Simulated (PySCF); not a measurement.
C4H8OSi2.
Bonds: C1–C2 (triple), C2–Si3, Si3–O4, O4–Si5, Si5–C6, C6–C7 (double). Hydrogens: H8 on C1; H9, H10 on Si3; H11, H12 on Si5; H13 on C6; H14, H15 on C7.

Torsions of this conformer, `[CH:1]#[C:2][SiH2:3][O:4][SiH2:5][CH:6]=[CH2:7]`: C2–Si3–O4–Si5 3°, Si3–O4–Si5–C6 124°, O4–Si5–C6–C7 0°.

The closed-shell ground state was solved at several levels (PySCF, density fitting, gas phase, non-relativistic). Geometry: PBE0-D3(BJ)/def2-SVP, one conformer, isolated molecule.

```tsv
level	basis functions	total energy (Eh)	HOMO (eV)	LUMO (eV)	gap (eV)	dipole (D)
wB97X-D/def2-SVPD	215	-811.0070	-9.79	1.13	10.92	0.89
PBE/pcSseg-1	173	-810.8056	-6.79	-1.48	5.31	0.90
```

Task: Estimate the row for PBE0/pcSseg-1, a basis of 173 functions; the other rows only guide the guess.

Result: Total energy -810.8721 Eh, HOMO -7.92 eV, LUMO -0.54 eV, gap 7.38 eV, dipole 0.94 D.

Task: Over all these levels, which gives the widest orbital gap and which the narrowest?

Result: wB97X-D/def2-SVPD (range-separated hybrid) has the widest, 10.92 eV, and PBE/pcSseg-1 (GGA) the narrowest, 5.31 eV. Functional and basis both differ between the two, so the spread mixes both effects.

Task: How far do the dipole and the HOMO energy spread over the levels?

Result: The dipole runs from 0.89 to 0.94 D (mean 0.91 D) and the HOMO from -9.79 to -6.79 eV.

The pairwise dispersion term of wB97X-D wasn't added to the energies; at a given geometry it leaves orbitals and properties as they are.
